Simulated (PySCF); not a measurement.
C₃H₇SSi (doublet state).
Cartesian coordinates in Å at the GFN2-xTB level; atoms count from 1:
```
atom  x, y, z in Å
C1     2.961   -0.040    0.066
C2     1.738   -0.480   -0.230
Si3    0.177    0.354    0.301
S4    -1.458   -1.047    0.334
C5    -2.844    0.125    0.472
H6     3.117    0.818    0.698
H7     3.850   -0.526   -0.300
H8     1.638   -1.339   -0.882
H9     0.177    1.118    1.543
H10   -3.741   -0.466    0.621
H11   -2.925    0.701   -0.444
H12   -2.689    0.781    1.323
```

The hyperfine couplings belong to this conformer and change with its torsions.

Identity: `C=C[SiH]SC` [radical].

Level of theory: UKS B3LYP, pcH-1 on C H S Si, non-relativistic, mean-field spin-orbit, GIAO (PySCF 2.14.0). The structure is a single GFN2-xTB conformer in the gas phase; no vibrational or solvent corrections. The geometry wasn't refined by DFT: couplings that depend on bond lengths, twists or pyramidal angles can differ widely from those at the functional's own minimum, by a factor of two or more for some ions and for spin on atoms past the first row. Stability of the SCF solution: not tested.

Task: Give the principal g shifts and their parts.

Result: 
```json
{"Δg (ppt)": "relativistic mass correction", "1": "-0.15", "2": "-0.15", "3": "-0.15"}
{"Δg (ppt)": "gauge correction", "1": "0.02", "2": "0.05", "3": "0.04"}
{"Δg (ppt)": "orbital Zeeman/spin–orbit", "1": "-0.40", "2": "1.48", "3": "7.41"}
{"Δg (ppt)": "total", "1": "-0.53", "2": "1.39", "3": "7.30"}
```

So g = 2.00179, 2.00371, 2.00962 and g_iso = 2.00504; the tensor is rhombic: the two nearest values differ by 24 % of g3 − g1. Axes: g2 points within 13° of the Si3–S4 bond and g3 points within 13° of the C1–H7 bond.

Task: What are the electron Larmor frequencies g μB B/h along the three axes at 3350 mT?

Result: 93.8587, 93.9486, 94.2260 GHz for g1, g2 and g3, a range of 367.3 MHz.

Task: Average each term over the three axes. Which is largest in size?

Result: The orbital-Zeeman/spin–orbit term 2.83, the mass correction -0.15 and the gauge correction 0.04 ppt, for a total of 2.72 ppt. The orbital-Zeeman/spin–orbit term is the largest in size. The mass correction is the same along every axis, so the anisotropy comes from the other two: their spans along these axes are 0.04 (gauge) and 7.81 ppt (orbital Zeeman/spin–orbit).

Task: At 93.875 GHz, how far is the centre of the isotropic spectrum from where a free electron (g = 2.002319) resonates?

Result: B = hν/(g μB) with μB/h = 13.99624 MHz/mT gives 3349.69 mT for the free electron and 3345.15 mT at g_iso, 4.54 mT lower.

Task: In a frozen sample, at which fields do the three g values resonate at 9.5, 34, 94 and 263 GHz (hyperfine left aside), and which band first spreads them over more than twice a line width of 1.0 mT?

Result: 
| band | GHz | B(g3) mT | B(g2) mT | B(g1) mT | spread mT |
| --- | --- | --- | --- | --- | --- |
| X | 9.5 | 337.75 | 338.75 | 339.07 | 1.32 |
| Q | 34.0 | 1208.80 | 1212.37 | 1213.53 | 4.73 |
| W | 94.0 | 3341.96 | 3351.83 | 3355.04 | 13.08 |
| J | 263.0 | 9350.39 | 9378.00 | 9386.98 | 36.59 |

The spread grows in proportion to the frequency. Q band is the first where it exceeds 2.0 mT.

The largest Mulliken spin populations are on Si3 (+0.78), C1 (+0.20), C2 (-0.10) and S4 (+0.10). The positive populations add up to 1.12 and the negative ones to -0.12, together 2S = 1. The angles at Si3 add up to 338.5°, so it is pyramidal.

The HOMO–LUMO gaps are 4.43 eV among the α and 4.12 eV among the β orbitals.

On Arm Neoverse V1, one thread, no GPU, shared host with 32 logical CPUs at a one-minute load of 28, this took 42 s (grids of density and orbitals included) and 0.70 GiB of memory at its peak.
